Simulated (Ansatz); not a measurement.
A nudged elastic band was laid between two geometries of BFH$_{4}$OSi (8 atoms, charge 0, multiplicity 1).

Level of theory: RKS PBE0/def2-SVP (Ansatz).

* movable images: 7
* climbing image: yes
* spring: 0.1 eV/Å²
* optimiser: quadratic models (default)
* start path: through a guess of the saddle point
* force threshold: 0.05 eV/Å
* iteration limit: 60
* end points: relaxed

First end point:

```xyz
8
Properties=species:S:1:pos:R:3
O 1.713 0.486 -0.900
B 1.022 -0.229 0.008
F 1.734 -1.073 0.748
Si -0.993 -0.107 0.317
H 1.166 1.084 -1.419
H -1.287 0.337 1.716
H -1.617 0.880 -0.626
H -1.646 -1.436 0.101
```

Last end point:

```xyz
8
Properties=species:S:1:pos:R:3
O 1.715 0.485 -0.902
B 1.022 -0.228 0.006
F 1.732 -1.073 0.747
Si -0.994 -0.105 0.318
H 1.168 1.084 -1.419
H -1.617 0.901 -0.603
H -1.286 0.307 1.725
H -1.647 -1.429 0.073
```

Q: What changes between the two ends?

A: No bond is made or broken.  The two ends are copies of one structure, up to a mirror image or an exchange of like atoms.

Q: What energy profile does the band end with?

A: The run converged. The highest image is number 6 of 0 to 8, 245.3 kJ/mol above the ends, which have the same energy within 2 meV. Neighbouring images differ by up to 1.5 eV, so the band resolves the path poorly. Another band between the same ends (7 images) ends at a top of the same energy, where a vibrational analysis finds 1 clearly imaginary mode.

```json
{"image": "0", "path coordinate (Å)": "0.00", "energy (kJ/mol)": "0.0"}
{"image": "1", "path coordinate (Å)": "0.59", "energy (kJ/mol)": "0.5"}
{"image": "2", "path coordinate (Å)": "1.19", "energy (kJ/mol)": "1.6"}
{"image": "3", "path coordinate (Å)": "1.80", "energy (kJ/mol)": "41.3"}
{"image": "4", "path coordinate (Å)": "2.44", "energy (kJ/mol)": "185.4"}
{"image": "5", "path coordinate (Å)": "3.09", "energy (kJ/mol)": "223.4"}
{"image": "6", "path coordinate (Å)": "3.75", "energy (kJ/mol)": "245.3"}
{"image": "7", "path coordinate (Å)": "5.14", "energy (kJ/mol)": "135.1"}
{"image": "8", "path coordinate (Å)": "6.52", "energy (kJ/mol)": "0.0"}
```

Q: What is the geometry of the highest image?

A: 
```xyz
8
Properties=species:S:1:pos:R:3:forces:R:3
O 1.506 0.567 -0.790 -0.03 -0.01 0.01
B 0.978 -0.350 0.053 0.02 -0.01 0.00
F 1.767 -1.407 0.281 -0.01 0.01 -0.01
Si -0.751 -0.476 1.186 0.01 0.01 0.02
H 0.949 1.333 -0.948 0.02 0.02 -0.01
H -1.176 1.030 0.078 0.04 0.03 0.00
H -1.831 0.592 0.010 -0.04 -0.03 -0.01
H -1.350 -1.347 0.074 -0.01 -0.01 -0.01
```

Time of the run: 7.4 min on 1 thread of Arm Neoverse V1, with other jobs on the host, peak memory 0.15 GiB.
